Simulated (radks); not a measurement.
The numbers below are computed, except where a source is named.
These are the eigenvalues of the occupied orbitals of an atom or ion with whole-number occupations (eV). Code: a radial shooting solver on a logarithmic mesh with Libxc functionals. Model: scalar-relativistic Kohn-Sham, LDA (Slater exchange, Perdew-Wang correlation), spin-polarised, spherical densities, finite nucleus; Fermi nuclear charge, rms radius of each element as measured or else 0.836 A^(1/3) + 0.57 fm.

| orbital | eigenvalue |
|---|---|
| 1s | -3937.989 |
| 2s | -413.1153 |
| 2p | -334.5804 |
| 3s | -46.8323 |
| 3p | -27.9855 |
| 4s | -3.8643 |

Which element is it, and in what charge state? The configuration may be excited. Open shells, if any, are filled with parallel spins first.

Answer. Z = 20, calcium, charge 0: Ca in [Ar] 4s2. The list shows which subshells hold electrons but not how many an open one holds; the 1s level, -144.72 hartree, gives Z - s = 17.0 by -(Z - s)^2/2, which with screening and relativity narrows Z to a few neighbours, and the depths of the outer levels then fix element, charge and occupations together.
